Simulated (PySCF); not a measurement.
Computed properties of 1-hydroxysiletane (C3H8OSi), SMILES O[SiH]1CCC1

1-hydroxysiletane (C₃H₈OSi), SMILES O[SiH]1CCC1. Geometry optimised at B3LYP-D3(BJ)/def2-SVP. One conformer was computed; it need not be the lowest. All values are computed for the isolated molecule unless a solvent is named; none is compared with measurement here.

**Structure.** All 33 harmonic modes at B3LYP-D3(BJ)/def2-SVP (PySCF) are real, so it is a minimum. With heavy atoms numbered as in [OH:1][SiH:2]1[CH2:3][CH2:4][CH2:5]1, the shortest bond between them is C4–C5 at 1.564 Å and the longest Si2–C5 at 1.892 Å.

**Vibrations.** The strongest infrared lines (harmonic, unscaled, degenerate partners summed) lie at 2181 cm⁻¹ (186 km/mol, H 97 %), 721 cm⁻¹ (142 km/mol, H 90 %), 971 cm⁻¹ (130 km/mol, H 45 %, Si 28 %, C 18 %, O 10 %). The softest mode is at 68 cm⁻¹ and the zero-point energy is 65.4 kcal/mol.

**Electronic structure.** r2SCAN/def2-TZVP (PySCF) places the frontier levels at -6.72 and 0.20 eV, a gap of 6.92 eV, and gives a dipole moment of 0.90 D and a mean polarisability of 62.8 bohr³. PBE/def2-TZVP (PySCF) at the same geometry gives -6.43 and -0.35 eV, so its gap is 0.84 eV narrower. An orbital gap is neither the optical nor the fundamental gap.

**Excitations.** TDA-M06-2X/def2-SVPD (PySCF) has S1 at 6.99 eV (177 nm, f = 0.005, weak); the most intense of the 10 singlets computed lies at 7.98 eV (f = 0.13). T1 (TDA) is at 6.78 eV, 0.21 eV under S1. TDA-PBE/def2-SVPD (PySCF) puts S1 at 6.01 eV. No vertical singlet excitation falls in the visible range (under 3.1 eV).

**NMR.** GIAO shifts at PBE0/pcSseg-1 (PySCF) (non-relativistic, atoms alike by connectivity averaged): ¹³C from 16.5 to 24.9 ppm against TMS; ¹H from 1.7 to 5.6 ppm against TMS; ²⁹Si at 6.1 ppm against TMS.

**Solvation.** SMD-B3LYP/6-31G* (PySCF) gives -3.1 kcal/mol in water, -4.1 kcal/mol in chlorobenzene, -4.0 kcal/mol in tetrahydrofuran (1 M in both phases, gas-phase geometry).
